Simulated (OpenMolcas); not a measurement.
**Sm3+: moving the ligands**

Sm3+ with 7 ligands (chloride) in pentagonal bipyramidal coordination (D5h) at 2.78 Å, the axial distance 2.697 Å. A charge of +0.571 e stands 2.6 Å behind each ligand. Ligand basis ANO-RCC-VDZP.

```yaml
Program: OpenMolcas
Method: CASSCF
Basis: ANO-RCC-VDZP [7s6p4d2f1g]
Scalar_Hamiltonian: DKH2, point nucleus
Active_space: 5 electrons in 7 orbitals (4f)
State_averaging: 2S+1 = 6 odd, 21 roots; 2S+1 = 4 odd, 128 roots kept (CI in the orbitals of an earlier block, 108 in the spin-orbit step); 2S+1 = 2 odd, 130 roots kept (CI in the orbitals of an earlier block, 40 in the spin-orbit step)
Spin-orbit_coupling: state interaction with AMFI integrals over the reference wave functions
```

Runs around this geometry, states. Energies in cm-1 above the lowest state or level, χT in cm3 K/mol.

| R (Å) | Ground state | First state of that spin | First gap with spin-orbit (degeneracies) | Width of lowest J | χT at 300 K |
| --- | --- | --- | --- | --- | --- |
| 2.7 | 2S+1 = 6 | 33.8 | 6.7 (2, 2) | 133 | 0.305 |
| 2.78 | 2S+1 = 6 | 22.0 | 10.5 (2, 2) | 122 | 0.306 |
| 2.87 | 2S+1 = 6 | 12.7 | 12.8 (2, 2) | 109 | 0.306 |

Taking the width of the lowest J multiplet as R^-n, n = -ln(109 / 133) / ln(2.87 / 2.7) = 3.3 between the shortest and longest distance.

High states are left out of the spin-orbit mixing, which shifts the levels that they would mix with. Without dynamic correlation the ligand-field splitting of an f shell can come out too small, at times by half. No measured value stands beside these numbers; the geometry is a model, was not optimised and need not be the one that this ion takes.

A state without a sure symmetry label is named by its multiplicity alone.
